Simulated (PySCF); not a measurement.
A structure optimised at PBE-D3(BJ)/def2-SVP, used in a PySCF frequency run:

```xyz
6

Mo     0.3400     0.0589    -0.4653
O      2.0167     0.0436    -0.2866
N     -0.0618    -0.9592    -1.8162
H      0.3336    -1.5691    -2.5462
Cl    -0.3703     2.1766    -0.9347
Br    -0.6863    -0.9012     1.5139
```
Charge 0, spin multiplicity 1.

Write its SMILES and formula.

[NH]=[Mo](=[O])([Cl])[Br], BrClHMoNO

What are its rotational constants (standard atomic weights)?

2.4383, 0.99300, 0.84894 GHz
